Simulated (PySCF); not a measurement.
**Ionisation energy of Ru by level of theory**

Ru [Kr] 4d7 5s1 [4d3/2^4 4d5/2^3 5s1/2^1, M_J = 5] → Ru⁺ [Kr] 4d7 [4d3/2^4 4d5/2^3, M_J = 9/2], as a difference of total energies. All numbers are calculated (PySCF 2.14, the two-component X2C-1e Hamiltonian, in x2c-TZVPPall-2c (8s9p7d2f1g, 93 functions)). Correlated levels: [Ar] 3d10 frozen; the 6 highest virtual spinors dropped. "Screened" scales the spin-orbit matrix elements by Boettger's factors to mimic the two-electron term; Breit and QED terms are absent.

```json
{"method": "GHF (spin-free)", "ionisation energy (eV)": "6.296"}
{"method": "GMP2 (spin-free)", "ionisation energy (eV)": "7.327"}
{"method": "GHF (screened spin-orbit)", "ionisation energy (eV)": "6.290"}
{"method": "GMP2 (screened spin-orbit)", "ionisation energy (eV)": "7.319"}
```

Problem. How much does correlation contribute at GMP2 (screened spin-orbit)?

Solution. 7.319 − (6.290) = 1.029 eV, measured against GHF (screened spin-orbit).

The spin-free rows relax to the high-spin LS determinant and lack the spin-orbit shift.

Errors of the correlated levels include the incompleteness of this basis and the frozen core.

The labels give the starting determinants; with spin-orbit coupling the two ends relaxed to ⟨J²⟩ = 30.01, ⟨L²⟩ = 12.09, ⟨S²⟩ = 5.98 and ⟨J²⟩ = 24.77, ⟨L²⟩ = 12.12, ⟨S²⟩ = 3.74.

For comparison: 7.361 eV (measured; NIST Atomic Spectra Database, ionization energies).
